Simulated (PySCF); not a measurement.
# Electron correlation in Sr (strontium, neutral)

[Kr] 5s1 5p1, high-spin 3P determinant (an excited configuration). Computed with PySCF 2.14 in x2c-TZVPPall, with the spin-free X2C one-electron Hamiltonian (Gaussian nucleus). Frozen: [Ar] 3d10; 10 electrons correlated.

| level | correlation energy (mhartree) |
| --- | --- |
| CCSD | -205.84 |
| (T) | -5.52 |
| CCSD(T) | -211.36 |

Diagnostics: T1 = 0.016, D1 = 0.0687, largest double amplitude 0.064.

Cost of the coupled-cluster step: about 19 core-seconds, for 10 correlated electrons.

Iterations:

```
CC2 = 0
CCSD nocc = (np.int64(6), np.int64(4)), nmo = (65, 65)
frozen orbitals [[0, 1, 2, 3, 4, 5, 6, 7, 8, 9, 10, 11, 12, 13], [0, 1, 2, 3, 4, 5, 6, 7, 8, 9, 10, 11, 12, 13]]
max_cycle = 100
direct = 0
conv_tol = 1e-08
conv_tol_normt = 1e-06
diis_space = 8
diis_start_cycle = 0
Init t2, MP2 energy = -0.189884581658416
Init E_corr(UCCSD) = -0.189884581661183
cycle = 1  E_corr(UCCSD) = -0.20168121792169  dE = -0.0117966363  norm(t1,t2) = 0.0464984
cycle = 2  E_corr(UCCSD) = -0.204551253351835  dE = -0.00287003543  norm(t1,t2) = 0.0210113
cycle = 3  E_corr(UCCSD) = -0.206042925643128  dE = -0.00149167229  norm(t1,t2) = 0.0124588
cycle = 4  E_corr(UCCSD) = -0.205765014965169  dE = 0.000277910678  norm(t1,t2) = 0.00428162
cycle = 5  E_corr(UCCSD) = -0.205776329959764  dE = -1.13149946e-05  norm(t1,t2) = 0.00191966
cycle = 6  E_corr(UCCSD) = -0.205850646668095  dE = -7.43167083e-05  norm(t1,t2) = 0.000491466
cycle = 7  E_corr(UCCSD) = -0.205845743082097  dE = 4.903586e-06  norm(t1,t2) = 0.000159444
cycle = 8  E_corr(UCCSD) = -0.205844450242907  dE = 1.29283919e-06  norm(t1,t2) = 7.03389e-05
cycle = 9  E_corr(UCCSD) = -0.205845008269217  dE = -5.5802631e-07  norm(t1,t2) = 2.72328e-05
cycle = 10  E_corr(UCCSD) = -0.205844918818007  dE = 8.94512102e-08  norm(t1,t2) = 9.20256e-06
cycle = 11  E_corr(UCCSD) = -0.205844847397208  dE = 7.14207989e-08  norm(t1,t2) = 2.94066e-06
cycle = 12  E_corr(UCCSD) = -0.205844870515798  dE = -2.31185898e-08  norm(t1,t2) = 5.16546e-07
cycle = 13  E_corr(UCCSD) = -0.205844875293816  dE = -4.77801804e-09  norm(t1,t2) = 1.59525e-07
UCCSD converged
E(UCCSD) = -3177.489366621828  E_corr = -0.2058448752938156
UCCSD(T) correction = -0.00551750532828805
```

The basis was made for the ground configuration and has no added diffuse functions, which can raise the energy of the promoted electron.

This basis was not built for core-valence correlation, so the inner-shell part is incomplete.
